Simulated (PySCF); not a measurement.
C4H7, SMILES [CH2]C(=C)C, multiplicity 2.

Geometry: B3LYP-D3(BJ)/def2-SVP. The isomer is the one that the SMILES or the coordinates give; other isomers of the formula were not compared.

Two levels are set side by side: PBE/def2-TZVP (PySCF) and r2SCAN/def2-TZVP (PySCF). Same geometry, gas phase. Differences are taken from unrounded values.

| quantity | r2SCAN |
|---|---|
| α-spin orbital gap (eV) | 5.24 |
| β-spin orbital gap (eV) | 4.34 |
| dipole moment (D) | 0.32 |
| mean polarisability (bohr³) | 50.7 |

**Question.** What does PBE give, and how far is it from r2SCAN? (The exact figures need the calculation; the answer reports its results.)

**Answer.** 
| quantity | PBE | PBE minus r2SCAN |
|---|---|---|
| α-spin orbital gap (eV) | 4.41 | -0.83 |
| β-spin orbital gap (eV) | 3.61 | -0.73 |
| dipole moment (D) | 0.34 | 0.02 |
| mean polarisability (bohr³) | 52.2 | 1.5 |

Rough cost on one machine, each run with all the roots and properties that it gave: r2SCAN against PBE about 2 times.
